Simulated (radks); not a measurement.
Removal energies from the silicon ion Si7+, [He] 2s2 2p(1/2: 2, 3/2: 1), by Delta-SCF beside the eigenvalue of the level emptied. Calculated with a radial shooting solver on a logarithmic mesh with Libxc functionals: Dirac Kohn-Sham, PBE, spin-unpolarised, spherical densities, finite nucleus; Fermi nuclear charge, rms radius of each element as measured or else 0.836 A^(1/3) + 0.57 fm. Sub-shells are occupied by j as written (lower j first in brackets).

| removed from | final configuration | Delta-SCF (eV) | -eigenvalue (eV) |
|---|---|---|---|
| 2p3/2 | [He] 2s2 2p(1/2: 2, 3/2: 0) | 298.97 | 275.30 |
| 2p1/2 | [He] 2s2 2p(1/2: 1, 3/2: 1) | 299.89 | 276.15 |
| 2s1/2 | [He] 2s1 2p(1/2: 2, 3/2: 1) | 335.14 | 313.99 |
| 1s1/2 | 1s1 2s2 2p(1/2: 2, 3/2: 1) | 2098.4 | 2006.9 |
